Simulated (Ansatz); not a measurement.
**CH8GeN+: structure from calculated spectroscopic constants**

These gas-phase data were calculated for one isomer of CH8GeN+ at B3LYP/6-31G* (harmonic, unscaled wavenumbers; equilibrium rotational constants with average atomic masses):

| Quantity | Value |
| --- | --- |
| rotational constants | 22.1, 3.336, 3.126 GHz |
| all wavenumbers above 1500 cm⁻¹ | 3492, 3430, 3200, 3191, 3100, 2224, 2222, 2183, 1678, 1529, 1522 |

Candidates:

(1) `[CH3][GeH2][NH3+]`, a singlet
(2) `C[NH2+][GeH3]`, a singlet
(3) `[NH3+][CH2][GeH3]`, a singlet

Task: Which structure fits?

Result: Candidate (2). 2 modes lie between 3250 and 3800 cm⁻¹, one for each N–H bond, while (1) has 3, (3) has 3.

The same quantities for all candidates:

|  | rotational constants (GHz) | wavenumbers above 1500 cm⁻¹ | E above the lowest, B3LYP/6-31G* (kcal/mol) |
| --- | --- | --- | --- |
| (1) | 10.87, 5.302, 3.914 | 3525, 3522, 3419, 3173, 3155, 3073, 2201, 2177, 1694, 1691 | 0.0 |
| (2) | 22.1, 3.336, 3.126 | 3492, 3430, 3200, 3191, 3100, 2224, 2222, 2183, 1678, 1529, 1522 | 12.9 |
| (3) | 22.15, 3.225, 3.025 | 3475, 3460, 3380, 3186, 3121, 2202, 2166, 2149, 1707, 1703, 1555, 1503 | 26.0 |

Harmonic stretches to hydrogen usually lie a few per cent above observed fundamentals. Programs: Ansatz 0.2.0.
